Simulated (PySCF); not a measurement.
## Calculated data, GeH9NSi2, ClGeH7Si2, CH5BGeSi, BGeH5OSi and others

All values are calculated (PySCF 2.14.0). Calculation on a computer-drawn molecule: optimised geometry and harmonic frequencies of an isolated molecule of the commonest isotopes, restricted reference for singlets and unrestricted otherwise, frozen core in MP2; on germanium a core potential holds 10 electrons, which the energies leave out, and 3d is frozen in MP2 and coupled-cluster steps.

Common to all runs: charge 0; multiplicity 1; method HF; basis cc-pV(D+d)Z; basis and core potential on germanium cc-pVDZ-PP ECP10MDF.

```yaml
- entry: 1
  formula: GeH9NSi2
  start_structure:
    atoms_angstrom:
      - [Si, -1.1937, -0.0185, 1.8438]
      - ["N", 0.2893, 0.1365, 0.8494]
      - [Si, 1.9447, 0.0474, 1.5479]
      - [Ge, 0.169, -0.1305, -0.9292]
      - [H, -1.3898, -1.4292, 2.078]
      - [H, -2.2078, 0.6157, 1.0133]
      - [H, -0.8394, 0.6752, 3.0768]
      - [H, 1.8044, 0.7402, 2.869]
      - [H, 2.8279, 0.7061, 0.608]
      - [H, 2.3239, -1.358, 1.8022]
      - [H, 0.1983, -1.5893, -1.2865]
      - [H, -1.1394, 0.4924, -1.4091]
      - [H, 1.3495, 0.539, -1.6205]
  given:
    drawn_bonds_atom: [1, 2, 2, 1, 1, 1, 3, 3, 3, 4, 4, 4]
    drawn_bonds_other_atom: [2, 3, 4, 5, 6, 7, 8, 9, 10, 11, 12, 13]
    drawn_bonds_order: [1, 1, 1, 1, 1, 1, 1, 1, 1, 1, 1, 1]
  results:
    optimised_atom_element: [Si, "N", Si, Ge, H, H, H, H, H, H, H, H, H]
    "optimised_atom_x [angstrom]": [-1.111, 0.3218, 1.872, 0.1945, -2.252, -1.398, -0.9997, 1.688, 2.45, 2.847, -0.3322, -0.7489, 1.606]
    "optimised_atom_y [angstrom]": [-0.01676, -0.03156, 0.414, -0.535, -0.4432, 1.334, -0.945, 0.7651, 1.579, -0.6976, -1.968, 0.4167, -0.4451]
    "optimised_atom_z [angstrom]": [1.835, 0.8476, 1.5, -0.9461, 0.9893, 2.372, 2.984, 2.928, 0.7896, 1.401, -1.044, -1.683, -1.53]
    "modes_frequency [cm^-1]": [68.17, 83.71, 111.9, 175.6, 178.5, 182.6, 428.3, 652.3, 678.3, 695.2, 723.4, 747.2, 796.7, 925.1, 953.0, 967.4, 1012, 1016, 1023, 1028, 1048, 1052, 1077, 1099, 2229, 2233, 2252, 2292, 2296, 2296, 2303, 2308, 2321]
    "modes_reduced_mass [dalton]": [1.051, 1.045, 1.137, 4.741, 4.572, 2.335, 7.241, 1.118, 1.08, 1.681, 1.265, 1.112, 1.31, 1.242, 1.022, 1.026, 2.088, 1.907, 1.048, 1.055, 1.045, 1.153, 1.494, 1.101, 1.024, 1.024, 1.011, 1.05, 1.05, 1.051, 1.05, 1.018, 1.02]
    "rotational_constants [GHz]": [3.051, 1.79, 1.175]
    "total_energy [hartree]": -930.9809
    "convergence_status_largest_gradient_component [hartree/bohr]": 6.031e-06
- entry: 2
  formula: ClGeH7Si2
  start_structure:
    atoms_angstrom:
      - [Si, -1.4456, 0.3851, 1.4695]
      - [Si, -0.4028, 0.6096, -0.6012]
      - [Cl, -1.4934, -0.2512, -2.0718]
      - [Ge, 1.7581, -0.3415, -0.6535]
      - [H, -1.5124, -1.0207, 1.8425]
      - [H, -0.6702, 1.0346, 2.4973]
      - [H, -2.8377, 0.8758, 1.4844]
      - [H, -0.3579, 2.0201, -0.9514]
      - [H, 2.3712, -0.2199, -2.0907]
      - [H, 1.8046, -1.7055, -0.3341]
      - [H, 2.7407, 0.3066, 0.166]
  given:
    drawn_bonds_atom: [1, 2, 2, 1, 1, 1, 2, 4, 4, 4]
    drawn_bonds_other_atom: [2, 3, 4, 5, 6, 7, 8, 9, 10, 11]
    drawn_bonds_order: [1, 1, 1, 1, 1, 1, 1, 1, 1, 1]
  results:
    optimised_atom_element: [Si, Si, Cl, Ge, H, H, H, H, H, H, H]
    "optimised_atom_x [angstrom]": [-1.45, -0.3904, -1.579, 1.817, -1.534, -0.6499, -2.81, -0.3384, 2.392, 1.763, 2.734]
    "optimised_atom_y [angstrom]": [0.362, 0.6212, -0.3347, -0.3295, -1.078, 1.058, 0.9436, 2.05, -0.1607, -1.819, 0.38]
    "optimised_atom_z [angstrom]": [1.494, -0.6037, -2.045, -0.7154, 1.83, 2.531, 1.449, -0.983, -2.123, -0.3658, 0.2889]
    "modes_frequency [cm^-1]": [86.2, 88.43, 102.8, 117.5, 143.7, 320.1, 440.3, 456.3, 505.3, 544.0, 577.6, 590.9, 781.3, 822.7, 890.2, 961.7, 963.4, 978.4, 1020, 1022, 2211, 2224, 2231, 2302, 2312, 2316, 2320]
    "modes_reduced_mass [dalton]": [1.213, 3.094, 1.1, 6.081, 5.117, 6.17, 2.341, 1.11, 1.893, 2.343, 1.439, 1.383, 1.12, 1.08, 1.051, 1.02, 1.02, 1.113, 1.036, 1.036, 1.022, 1.024, 1.013, 1.037, 1.045, 1.033, 1.046]
    "rotational_constants [GHz]": [2.083, 1.114, 0.7766]
    "total_energy [hartree]": -1334.8747
    "convergence_status_largest_gradient_component [hartree/bohr]": 3.356e-05
- entry: 3
  formula: CH5BGeSi
  start_structure:
    atoms_angstrom:
      - [Si, -0.0041, -1.6494, -1.2841]
      - [B, -0.302, -0.2905, 0.0647]
      - [C, 0.4837, -0.4497, 1.2534]
      - [Ge, 0.1663, 0.6053, 2.7903]
      - [H, -0.4201, -3.1496, -1.0739]
      - [H, -1.0523, 0.5821, -0.1877]
      - [H, 1.4081, -1.0768, 1.2716]
      - [H, -1.3363, 0.9635, 2.8295]
      - [H, 0.2107, -0.42, 4.0142]
  given:
    drawn_bonds_atom: [1, 2, 3, 1, 2, 3, 4, 4]
    drawn_bonds_other_atom: [2, 3, 4, 5, 6, 7, 8, 9]
    drawn_bonds_order: [1, 1, 2, 1, 1, 1, 1, 1]
  results:
    optimised_atom_element: [Si, B, C, Ge, H, H, H, H, H]
    "optimised_atom_x [angstrom]": [0.254, -0.2434, 0.5187, -0.09694, -0.6626, -1.223, 1.416, -1.34, 0.5316]
    "optimised_atom_y [angstrom]": [-1.518, -0.5767, -0.6474, 0.2643, -2.704, 0.1383, -1.241, 1.134, 0.2658]
    "optimised_atom_z [angstrom]": [-1.661, 0.07467, 1.399, 2.799, -1.404, 0.01563, 1.543, 2.721, 4.19]
    "modes_frequency [cm^-1]": [82.13, 121.0, 200.7, 284.9, 379.3, 514.5, 549.8, 597.7, 627.1, 843.8, 858.0, 911.7, 949.5, 1061, 1127, 1335, 2117, 2253, 2289, 2586, 3315]
    "modes_reduced_mass [dalton]": [4.064, 4.709, 6.285, 1.108, 1.358, 1.582, 1.116, 1.137, 1.662, 1.454, 4.629, 1.157, 1.026, 1.276, 1.958, 2.194, 1.041, 1.021, 1.02, 1.087, 1.088]
    "rotational_constants [GHz]": [30.25, 0.9715, 0.9492]
    "total_energy [hartree]": -647.6471
    "convergence_status_largest_gradient_component [hartree/bohr]": 2.027e-05
- entry: 4
  formula: BGeH5OSi
  start_structure:
    atoms_angstrom:
      - [Si, 1.3594, 1.7371, -0.5624]
      - [O, 1.8219, 1.0176, 0.7553]
      - [B, 2.0006, -0.2223, 1.1449]
      - [Ge, 1.5626, -1.478, -0.4755]
      - [H, 0.0002, 2.1179, -0.0374]
      - [H, 2.3627, -0.5644, 2.138]
      - [H, 2.4013, -1.1357, -1.7136]
      - [H, 1.617, -2.948, -0.3528]
      - [H, 0.154, -1.236, -0.9624]
  given:
    drawn_bonds_atom: [1, 2, 3, 1, 3, 4, 4, 4]
    drawn_bonds_other_atom: [2, 3, 4, 5, 6, 7, 8, 9]
    drawn_bonds_order: [1, 1, 1, 1, 1, 1, 1, 1]
  results:
    "total_energy [hartree]": null
    "rotational_constants [GHz]": null
- entry: 5
  formula: GeH6Si2
  start_structure:
    atoms_angstrom:
      - [Si, 1.9764, -2.0757, 0.0497]
      - [Ge, 0.647, -0.314, 0.7363]
      - [Si, -0.5499, 0.5072, 2.6242]
      - [H, 2.0755, -2.7887, 1.3433]
      - [H, 1.3283, 1.0179, 0.1946]
      - [H, -0.4869, -0.2483, -0.3915]
      - [H, 0.398, 0.7395, 3.7297]
      - [H, -1.2549, 1.7363, 2.4454]
      - [H, -1.4615, -0.5298, 3.1294]
  given:
    drawn_bonds_atom: [1, 2, 1, 2, 2, 3, 3, 3]
    drawn_bonds_other_atom: [2, 3, 4, 5, 6, 7, 8, 9]
    drawn_bonds_order: [1, 1, 1, 1, 1, 1, 1, 1]
  results:
    "rotational_constants [GHz]": null
```

**Q.** What total energy does the calculation give for BGeH5OSi (entry 4)?
**A.** -684.7828 hartree

**Q.** What rotational constants does the calculation give for BGeH5OSi (entry 4)?
**A.** 16.04, 1.075, 1.029 GHz

**Q.** Give the missing rotational constants for GeH6Si2 (entry 5).
**A.** 6.448, 1.959, 1.576 GHz

**Q.** Give the table of modes values for GeH6Si2 (entry 5).
**A.** 
Modes:
```tsv
frequency (cm⁻¹)	reduced mass (dalton)
72.7	2.911
81.02	1.29
132.5	1.151
323.4	8.266
351.6	1.756
362.7	2.209
474	1.045
505.9	1.094
672.7	1.12
690.3	1.092
797.4	1.062
943	1.034
977.5	1.086
1025	1.036
1028	1.037
2146	1.04
2170	1.023
2183	1.018
2299	1.041
2307	1.029
2308	1.05
```

Further results for BGeH5OSi (entry 4):

- convergence status largest gradient component: 1.617e-05 hartree/bohr

Optimised structure:
```xyz
9
BGeH5OSi
Si     0.9873     2.5667     0.0561
O      1.5153     1.0452     0.4255
B      2.0675    -0.1594     0.6319
Ge     1.6346    -1.7666    -0.6490
H     -0.3113     2.5023     0.8467
H      2.8102    -0.2966     1.5702
H      2.9194    -2.3398    -1.2687
H      0.9557    -2.9119     0.1196
H      0.7009    -1.3518    -1.7982
```

Modes:
```tsv
frequency (cm⁻¹)	reduced mass (dalton)
46.38	1.134
55.93	9.633
102.6	3.319
224.6	2.453
240.8	1.6
440.2	1.681
460.5	1.051
657.3	2.156
739.1	5.405
853.7	1.518
897.1	1.054
944.4	1.131
967.8	1.021
972.5	1.037
1195	1.263
1420	9.976
2103	1.045
2188	1.023
2188	1.023
2207	1.013
2669	1.091
```

Further results for GeH6Si2 (entry 5):

- total energy: -874.6778 hartree
- convergence status largest gradient component: 1.951e-05 hartree/bohr

Optimised structure:
```xyz
9
GeH6Si2
Si     2.3184    -1.8498     0.7639
Ge     0.6531    -0.0582     0.5432
Si    -0.4308     0.4405     2.6427
H      1.2511    -2.8747     1.0906
H      1.2862     1.2380     0.0080
H     -0.4379    -0.4760    -0.4610
H      0.5829     0.7857     3.6692
H     -1.3625     1.5830     2.4934
H     -1.1884    -0.7441     3.1109
```
